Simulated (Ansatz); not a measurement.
Species: H₄BSiO, charge 0, doublet. H4BSiO (SMILES [SiH2]OB, doublet).
B3LYP-D3(BJ)/def2-TZVP minimum from Ansatz (an electronic-structure program):
```xyz
7

B     -0.2927     0.3202     1.6888
H     -1.0352     0.9455     2.3837
H      0.5782    -0.3660     2.1450
O     -0.4585     0.4004     0.3486
Si     0.3661    -0.2407    -0.9465
H     -0.6431    -0.5528    -1.9888
H      1.1070    -1.4605    -0.5215
```
Charge 0, spin multiplicity 2.

Total energies in hartree (Ansatz). UHF or UKS for unpaired electrons; spin-orbit terms are left out. Correlated methods leave the cores frozen. No relativity. Where a partner has so few electrons that a lower coupled-cluster level is exact, that level stands in.

| species | HF/cc-pV(T+d)Z | CCSD(T)/cc-pV(T+d)Z | HF/cc-pV(Q+d)Z | CCSD(T)/cc-pV(Q+d)Z | CCSD(T)/cc-pV(D+d)Z | CCSDT(Q)/cc-pV(D+d)Z |
|---|---|---|---|---|---|---|
| 1: H4BSiO (SMILES BO[SiH2], doublet) | -390.89644 | -391.38375 | -390.90828 | -391.42584 | -391.23834 | -391.24004 |
| 2: B (doublet) | -24.53207 | -24.59810 | -24.53297 | -24.60084 | -24.58941 | -24.58977 |
| 3: H (doublet) | -0.49981 | -0.49981 | -0.49995 | -0.49995 | -0.49928 | -0.49928 |
| 4: O (triplet) | -74.81176 | -74.97396 | -74.81729 | -74.99357 | -74.90995 | -74.91013 |
| 5: Si (triplet) | -288.85649 | -288.93344 | -288.85845 | -288.93781 | -288.91643 | -288.91690 |

Problem. Work out the atomisation energy (electronic, to ground-state atoms) in kJ/mol: take Hartree-Fock from cc-pV(Q+d)Z, extrapolate the CCSD(T) correlation energy as X^-3 (X = 3, 4), and add CCSDT(Q) - CCSD(T) in cc-pV(D+d)Z. 1 hartree = 2625.5 kJ/mol.

Solution. 
Species 1: correlation (64·(-0.51756) - 27·(-0.48731))/37 = -0.53963; step -0.00170; E1 = -390.90828 + (-0.53963) + (-0.00170) = -391.44961
Species 2: correlation (64·(-0.06787) - 27·(-0.06603))/37 = -0.06921; step -0.00036; E2 = -24.53297 + (-0.06921) + (-0.00036) = -24.60254
Species 3: correlation (64·(0.00000) - 27·(0.00000))/37 = 0.00000; step +0.00000; E3 = -0.49995 + (0.00000) + (+0.00000) = -0.49995
Species 4: correlation (64·(-0.17628) - 27·(-0.16220))/37 = -0.18655; step -0.00018; E4 = -74.81729 + (-0.18655) + (-0.00018) = -75.00402
Species 5: correlation (64·(-0.07936) - 27·(-0.07695))/37 = -0.08112; step -0.00047; E5 = -288.85845 + (-0.08112) + (-0.00047) = -288.94004
-1·E1 +1·E2 +4·E3 +1·E4 +1·E5 = 0.90321 hartree = 2371.4 kJ/mol.
